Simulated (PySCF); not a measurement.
A structure optimised at PBE-D3(BJ)/def2-SVP, used in a PySCF frequency run:

```xyz
11

C     -1.7345    -1.0007     0.7642
Si    -0.2469     0.0379     0.3172
F     -0.0120     1.1478     1.5071
Si     1.7642    -1.1209    -0.0298
Cl    -0.6580     1.0945    -1.4349
H     -2.6284    -0.3556     0.8841
H     -1.5579    -1.5427     1.7154
H     -1.9424    -1.7423    -0.0331
H      2.8534    -0.1507    -0.3917
H      2.1627    -1.8829     1.2062
H      1.5708    -2.0969    -1.1594
```
Charge 0, spin multiplicity 1.

### Question
Write its SMILES and formula.

### Answer
C[Si@@](F)([SiH3])Cl, CH₆ClFSi₂

### Question
What are its rotational constants (standard atomic weights)?

### Answer
2.4293, 1.7094, 1.4220 GHz
